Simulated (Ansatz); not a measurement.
```yaml
crystal:
  periodic: [false, false, false]
  atoms:
    - {symbol: F, position_ang: [-0.886320, -1.161058, 0.636195]}
    - {symbol: Si, position_ang: [0.018434, 0.136209, 0.495499]}
    - {symbol: D, position_ang: [1.514504, -0.382957, 0.379241]}
    - {symbol: I, position_ang: [-0.591019, 1.347406, -1.531135]}
basis:
  gaussian: {orbitals: def2-TZVP}
magnetization: {spin_polarized: true, initial_magnetization: 3}
hamiltonian: {xc: {name: PBE0}}
output: {forces: true}
```

```sh
$ ansatz run in.yaml --threads 4 --pin off --events-out ev --progress --plain --max-ram 10444MiB
```

It prints (some lines left out):

```
Error: YAML parse error: error: line 6 column 16: `D` is not an element symbol (H … Og, case-exact)
 --> <input>:6:16
4 |     - {symbol: F, position_ang: [-0.886320, -1.161058, 0.636195]}
5 |     - {symbol: Si, position_ang: [0.018434, 0.136209, 0.495499]}
6 |     - {symbol: D, position_ang: [1.514504, -0.382957, 0.379241]}
7 |     - {symbol: I, position_ang: [-0.591019, 1.347406, -1.531135]}
8 | basis:
```

In this input an element symbol is wrong. The program refused the input.
